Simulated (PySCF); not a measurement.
**Dipole moment and polarisability of `CC[P@H](=O)CSC`**

C4H11OPS.
Atom-mapped SMILES: `[CH3:1][CH2:2][P@H:3](=[O:4])[CH2:5][S:6][CH3:7]` (hydrogens: H8, H9, H10 on C1; H11, H12 on C2; H13 on P3; H14, H15 on C5; H16, H17, H18 on C7)

Structure used (GFN2-xTB), in Å, numbered top down from 1:
```
atom  x, y, z in Å
C1    -2.750   -0.169   -0.778
C2    -1.426   -0.760   -0.316
P3    -0.375    0.602    0.300
O4    -0.141    1.681   -0.663
C5     1.155   -0.179    0.957
S6     1.972   -1.079   -0.400
C7     2.760    0.308   -1.260
H8    -3.381   -0.932   -1.230
H9    -3.284    0.272    0.064
H10   -2.566    0.615   -1.510
H11   -0.892   -1.222   -1.152
H12   -1.567   -1.509    0.464
H13   -1.021    1.031    1.465
H14    0.925   -0.909    1.730
H15    1.840    0.576    1.347
H16    3.204   -0.101   -2.161
H17    3.531    0.732   -0.622
H18    2.008    1.049   -1.511
```

Level: CAM-B3LYP/def2-SVPD (PySCF), static field, nuclei fixed, core orbitals frozen in the response. The polarisability tensor in these axes (au):

```
x   108.77  -0.81  -4.45
y    -0.81  87.96  -0.29
z    -4.45  -0.29  88.00
```

Q: Diagonalise the tensor; give its mean and Δα, where Δα² is half the sum of the squared differences of the eigenvalues.

A: Principal values 86.90, 88.13 and 109.71 au; mean 94.91 au = 14.06 Å³ = 15.65 × 10⁻⁴⁰ C²·m²/J; Δα = 22.22 au (23 % of the mean).

Q: What is the dipole moment, and where does it point?

A: (-0.49, -1.87, 2.03) D, 2.80 D in size, pointing from the negative to the positive side. Measured along this direction, the outermost atoms are H18 and H16 at the negative end and H14 and H12 at the positive end.

Q: Rayleigh depolarisation ratio (linearly polarised light, static tensor)?

A: ρ = 3Δα²/(45ᾱ² + 4Δα²) = 1481.4/(405373 + 1975.2) = 0.00364.

Q: What are the principal values of the traceless quadrupole moment, Θ = ½Σq(3rr − r²1), about the centre of nuclear charge?

A: -15.71, 5.60, 10.11 D·Å. The values depend on the origin, since the dipole doesn't vanish. The electronic extent ⟨r²⟩ about the same centre is 1329 bohr², a root-mean-square distance of 2.24 Å for the 74 electrons.

Q: Orientational against electronic polarisability at 273 K (dilute gas, rigid molecules)?

A: In Gaussian units μ²/3kT = 69.37 Å³ against 14.06 Å³, a ratio of 4.93; the Debye molar polarisation (4π/3)N_A(α + μ²/3kT) is 210.5 cm³/mol, leaving out the vibrational part.

Q: Give the principal axes and the span of the nuclei along them.

A: Largest value along (0.98, -0.03, -0.20), where the nuclei span 6.81 Å; middle along (-0.05, 0.92, -0.39), 3.37 Å; least along (0.20, 0.40, 0.90), 3.94 Å. The strongest response lies along the longest span, while the other two are in reverse order.

Q: Find the Langevin capture rate constant for H3+ (3.023 u) meeting this molecule (138.027 u), k = 2.342 × 10⁻⁹ cm³/s × √(α in Å³ / reduced mass in u).

A: The reduced mass is 2.96 u, so k = 5.11 × 10⁻⁹ cm³/s. The formula leaves out the permanent dipole, which adds to the capture rate.

Geometry: GFN2-xTB, one conformer, isolated molecule.
